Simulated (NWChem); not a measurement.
System: InHBr$_{2}$; SMILES [Br][InH][Br]

Computed with NWChem. Geometry: optimised at PBE0/def2-SVP. def2 effective core potentials on In; no spin-orbit coupling. B3LYP is NWChem's, with the RPA form of VWN correlation. Static field.

| level | isotropic polarisability (bohr³) | anisotropy (bohr³) |
|---|---|---|
| PBE/def2-SVPD | 86.4 | … |
| B3LYP/def2-SVPD | 83.7 | 40.2 |
| LDA (Slater exchange, VWN5)/def2-SVPD | 87.0 | 43.7 |

Question: Some entries are withheld; supply them.

Answer: 
- PBE/def2-SVPD, anisotropy (bohr³): 42.6
